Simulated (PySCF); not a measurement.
Compound: C₅H₁₁BO₃.
SMILES: `C=COB(O)OC(C)C`

The closed-shell ground state was solved at several levels (PySCF, density fitting, gas phase, non-relativistic). Geometry: PBE0-D3(BJ)/def2-SVP, one conformer, isolated molecule.

```csv
level,basis functions,total energy (Eh),HOMO (eV),LUMO (eV),gap (eV),dipole (D)
CAM-B3LYP/def2-SVPD,277,-447.3096,-8.27,0.75,9.02,0.68
KT2/pcSseg-1,208,-454.9294,-5.67,-0.37,5.30,0.78
```

Question: What might PBE0/pcSseg-1 (208 basis functions) give for the same quantities?

Answer: Total energy -447.2456 Eh, HOMO -6.85 eV, LUMO 0.63 eV, gap 7.48 eV, dipole 0.71 D.

Question: Over all these levels, which gives the widest orbital gap and which the narrowest?

Answer: CAM-B3LYP/def2-SVPD (range-separated hybrid) has the widest, 9.02 eV, and KT2/pcSseg-1 (GGA) the narrowest, 5.30 eV. Functional and basis both differ between the two, so the spread mixes both effects.

Question: How far do the dipole and the HOMO energy spread over the levels?

Answer: The dipole runs from 0.68 to 0.78 D (mean 0.72 D) and the HOMO from -8.27 to -5.67 eV.
